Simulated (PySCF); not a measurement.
These are PBE-D3(BJ)/def2-TZVP // PBE0-D3(BJ)/def2-TZVP (PySCF) values and carry that method's errors. Isolated molecules, 0 K electronic values unless said otherwise. One relaxed conformer stands for a flexible species; it need not be the lowest. 

Reference species (SMILES): `C(#C)[NH+]` (lower triplet) (charge +1, multiplicity 3).

```yaml
highest_occupied_spin_orbital: -13.94 eV
```

Changed species: `S[NH+]` (excited triplet; H–N–S–H torsion 101°) (X = mercapto, multiplicity 3; the reference has X = ethynyl, multiplicity 3).

Task: Give the shifts of the highest occupied spin orbital.

Result: the highest occupied spin orbital goes up by 0.22 eV, to -13.72 eV.
